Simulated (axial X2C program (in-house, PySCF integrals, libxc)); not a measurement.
## Photoelectron levels of CuGa by EOM-IP-CCSD

Computed with an in-house all-electron X2C program for linear molecules (integrals from PySCF): two-component X2C with atomic mean-field Coulomb and Gaunt terms, Gaussian nuclei, basis Ga dyall-cv3z, Cu dyall-cv3z with contracted cores.

R = 2.282 Å (0.960 times 2.377 Å, the PBE0 minimum at charge 0 for the lowest determinant).

Vertical ionisation energies of CuGa to the states of CuGa⁺:

| Ω of CuGa⁺ | vertical IE (eV) | above lowest (cm⁻¹) | ionised spinor | one-hole weight |
| --- | --- | --- | --- | --- |
| 1/2 | 6.736 | 0 | 59% Ga pσ, 29% Cu sσ, 8% Ga sσ | 0.96 |
| 1/2 | 9.514 | 22402 | 75% Cu dσ, 12% Cu dπ, 7% Ga sσ | 0.88 |
| 5/2 | 9.576 | 22909 | 100% Cu dδ | 0.89 |
| 3/2 | 9.650 | 23502 | 61% Cu dπ, 38% Cu dδ | 0.88 |

This point took 12 s on 1 thread of Arm Neoverse V2, on a shared host.

Reference electrons by ω block (each with its −ω partner): 1/2: 20, 3/2: 8, 5/2: 2. 14 electrons of CuGa correlated (inner shells frozen), 92 natural virtual spinors (a truncated set); levels can be off by some tenths of an eV. Roots sought by Ω: (1/2: 4, 3/2: 3, 5/2: 1); the list ends where they run out and leaves out roots under 60 % one-particle weight. The solver can skip a root, and states that need a further excitation, which the method places far too high, are missing though they may lie low or lowest. T1 of the reference 0.037 (Lee–Taylor). Number of frozen shells: Ga 3 s, 2 p, 1 d; Cu 3 s, 2 p. Large amplitudes in the reference (orbital relaxation or multireference character) lower the reliability.
